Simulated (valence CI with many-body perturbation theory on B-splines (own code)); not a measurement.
**Which ion has this spectrum?**

A relativistic CI+MBPT calculation for an atom or ion with 5 electrons gives these levels (eV):

| J | Parity | E | g |
| --- | --- | --- | --- |
| 1/2 | odd | 0.00 | 0.65 |
| 1/2 | even | 119.39 | 2.33 |
| 3/2 | odd | 146.36 | 1.32 |
| 3/2 | even | 231.23 | 1.68 |
| 5/2 | even | 256.03 | 1.40 |
| 3/2 | even | 296.38 | 0.94 |
| 1/2 | even | 300.61 | 1.15 |
| 5/2 | even | 396.39 | 1.38 |
| 3/2 | odd | 429.48 | 1.42 |
| 1/2 | even | 454.05 | 1.82 |
| 3/2 | even | 455.22 | 1.21 |
| 3/2 | odd | 552.81 | 1.41 |
| 5/2 | odd | 569.09 | 1.19 |
| 1/2 | odd | 599.68 | 0.65 |

The energies are calculated, and their last digits are not significant.

(1) Which is it?
A. Mo37+
B. Ag42+
C. Ru39+
D. Rh40+

Results:

(1) C. Ru39+, ground level (2s^2 2p1/2) J=1/2.
